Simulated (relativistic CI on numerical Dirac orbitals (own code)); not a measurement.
## Ni²⁺ in a cubic cluster: L2,3 absorption with charge transfer

Computed with a charge-transfer multiplet model of a cubic metal-ligand cluster with up to 2 ligand holes, Slater and spin-orbit integrals from Dirac-Coulomb-Breit ions, Slater integrals scaled by 0.7. The ground state mixes d8 with configurations of k ligand holes L, whose averages lie at kΔ + k(k − 1)U_dd/2; a core hole lowers each added d electron by U_cd. 300 K, Lorentzian 0.4 eV and Gaussian 0.3 eV FWHM.

Atomic integrals in eV (Slater integrals scaled, ζ unscaled), ground: F2dd 8.519, F4dd 5.287, zeta_d 0.080; with the core hole: F2dd 8.519, F4dd 5.287, zeta_d 0.103, zeta_core 11.413, F2cd 5.424, G1cd 4.090, G3cd 2.325.

Cluster parameters (eV): Δ = 1.6, U_dd = 7.5, U_cd = 8.4, 10Dq = 1.05, 10Dq(ligand) = 0.6, final-state hopping factor = 0.8.

| Case | n_d | d8 | d9L | d10L2 | S |
| --- | --- | --- | --- | --- | --- |
| V(eg) = 1.7 eV, V(t2g) = -0.89 eV | 8.28 | 0.73 | 0.27 | 0.01 | 1.00 |
| V(eg) = 2.3 eV, V(t2g) = -1.2 eV | 8.37 | 0.65 | 0.33 | 0.02 | 1.00 |
| V(eg) = 2.6 eV, V(t2g) = -1.36 eV | 8.40 | 0.62 | 0.36 | 0.02 | 1.00 |
| V(eg) = 2.9 eV, V(t2g) = -1.51 eV | 8.43 | 0.59 | 0.38 | 0.03 | 1.00 |
| V(eg) = 3.2 eV, V(t2g) = -1.67 eV | 8.46 | 0.57 | 0.40 | 0.03 | 1.00 |

Weights, n_d and S are thermal averages at 300 K. Photon energies count from the first peak over 30 % of the highest in each spectrum, which can be another peak from case to case. The parameters are a model scan and need not match a compound or its usual spin state. Peaks in eV (height, largest 100):
- V(eg) = 1.7 eV, V(t2g) = -0.89 eV: 0.0 (100), 1.1 (19), 3.9 (6), 17.2 (25), 17.9 (24)
- V(eg) = 2.3 eV, V(t2g) = -1.2 eV: 0.0 (100), 1.0 (19), 17.2 (27), 17.8 (25)
- V(eg) = 2.6 eV, V(t2g) = -1.36 eV: 0.0 (100), 1.0 (19), 17.2 (27), 17.8 (25)
- V(eg) = 2.9 eV, V(t2g) = -1.51 eV: 0.0 (100), 0.9 (20), 17.2 (28), 17.7 (26)
- V(eg) = 3.2 eV, V(t2g) = -1.67 eV: 0.0 (100), 1.0 (20), 17.3 (28), 17.8 (27)

Curve for V(eg) = 3.2 eV, V(t2g) = -1.67 eV (points under 2 left out, the grid thinned):

```tsv
E (eV)	Intensity
-1.6	2.1
-1.4	2.7
-1.2	3.6
-1.1	4.2
-0.9	6.2
-0.7	9.9
-0.6	13.2
-0.4	27.1
-0.2	61.3
0.0	100.0
0.2	81.4
0.3	58.6
0.5	27.6
0.7	18.0
0.8	17.8
1.0	20.2
1.2	15.8
1.4	8.6
1.6	5.2
1.7	4.4
1.9	3.7
2.1	3.2
2.2	2.9
2.4	2.3
2.6	2.1
5.5	2.2
5.7	2.2
5.8	2.2
6.0	2.5
6.2	2.5
6.3	2.1
16.4	2.5
16.6	4.1
16.8	8.1
17.0	17.5
17.1	23.6
17.3	27.9
17.5	23.3
17.6	23.8
17.8	26.9
18.0	18.7
18.2	8.8
18.4	4.4
18.5	3.4
18.7	2.2
```

For the case V(eg) = 2.3 eV, V(t2g) = -1.2 eV, Δ = 1.6 eV is smaller than U_dd = 7.5 eV, the charge-transfer side of the Zaanen-Sawatzky-Allen scheme. With the core hole the configuration with one ligand hole lies at Δ + U_dd − U_cd = 0.7 eV above the one without, against Δ in the ground state. The added d electron screens the hole, so the order of the configurations is kept and charge-transfer satellites are weaker than in photoemission.
